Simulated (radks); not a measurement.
Charge is removed step by step from the 5d down level of Pt, starting from [Xe] 4f14 5d(up 5, down 4) 6s1. Method: scalar-relativistic Kohn-Sham, r2SCAN, spin-polarised, spherical densities, finite nucleus; open shells are filled with parallel spins first (spin-orbit coupling, left out, can overturn this in heavy ions); meta-GGA in the generalised Kohn-Sham scheme; Fermi nuclear charge, rms radius 5.427 fm; computed with a radial shooting solver on a logarithmic mesh with Libxc functionals.

removed (e),E - E(0) (eV),eigenvalue (eV),E minus straight line (eV)
0,0.000,-5.604,0.000
0.25,1.688,-7.917,-0.916
0.5,3.969,-10.345,-1.239
0.75,6.869,-12.877,-0.942
1,10.415,-15.504,0.000

Removing the whole electron costs 10.415 eV by Delta-SCF, against 5.604 eV from minus the eigenvalue at the starting occupation. Slater's transition state (half an electron removed) gives 10.345 eV. Integrating minus the eigenvalue over the occupation (Janak's theorem) gives 10.415 eV. In this scalar-relativistic scheme the density is built from large components alone, so the theorem holds only approximately. The mean slope of the eigenvalue, de/dn, is 9.90 eV per electron.
